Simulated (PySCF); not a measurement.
Ligand exchange on a metal centre used in film growth or etching (Zn NH2-H). Isolated molecules, 0 K electronic values unless said otherwise. One relaxed conformer stands for each flexible species; it need not be the lowest.

Computed with B3LYP-D3(BJ)/def2-TZVP // PBE-D3(BJ)/def2-SVP (PySCF). All candidates: neutral, multiplicity 1. B3LYP has the VWN-RPA correlation part, as in Gaussian. 

* **HOMO–LUMO gap**: 5.87 eV
* **LUMO**: -0.76 eV
* **HOMO**: -6.63 eV

Question: Identify which member has these values.
(A) [Zn(NH2)(H)]
(B) [Zn(H)2]
(C) [Zn(NH2)2]

Answer: C, [Zn(NH2)2]. The others give [Zn(NH2)(H)]: 6.08 eV, -0.57 eV, -6.65 eV; [Zn(H)2]: 6.88 eV, -0.96 eV, -7.84 eV
